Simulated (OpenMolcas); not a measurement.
# Te: the spin-orbit constant, worked from levels

| Item | Value |
| --- | --- |
| Program | OpenMolcas 26.06 |
| Basis | ANO-RCC [10s9p8d5f3g] |
| Scalar Hamiltonian | DKH2, point nucleus |
| Active space | 4 electrons in 9 orbitals (RAS2 5p; RAS3 5d 6s, at most 1 electron) |
| State averaging | 2S+1 = 3 even, 3 roots; 2S+1 = 1 even, 6 roots; 2S+1 = 5 odd, 6 roots; 2S+1 = 3 odd, 30 roots; 2S+1 = 1 odd, 18 roots |
| Spin-orbit coupling | state interaction with AMFI integrals over the reference wave functions, term energies averaged over their components |

Methods: RASSCF; MS-RASPT2, IPEA 0.25 Eh, imaginary shift 0.1 Eh (closed shells correlated: 4d 5s). Measured levels: NIST Handbook of Basic Atomic Spectroscopic Data.

**The spin-orbit constant.** For the Hund term ³P of p4, E(J) = (A/2) J(J+1) + constant and ζ = -2S·A = -2A. From J = 0 to J = 2 the energy changes by 3 A.

```tsv
Source	E(2) - E(0)	A	ζ
RASSCF	-4766.4	-1588.8	3178
MS-RASPT2	-4801.1	-1600.4	3201
measured	-4706.5	-1568.8	3138
```

All in cm-1. MS-RASPT2 is off by +2.0 % and RASSCF by +1.3 %. Both methods take the spin-orbit matrix elements from the reference wave functions, so the second can move ζ only through the term energies and any multistate remixing. Second-order mixing with other terms is absorbed into this ζ.

Over all roots computed the reference weight is 0.82 to 0.91 in MS-RASPT2; the roots of lowest weight are the least certain, and an intruder state may touch them. With the s shell closed, the reference lacks s² → p² mixing. Measured partners are found by configuration, term and J. A level has none where our copy of the source lacks it or the pairing is in doubt (some pairs that miss far off the trend of their configuration count as doubtful), and it then counts in no deviation. Only configurations of the active space appear.
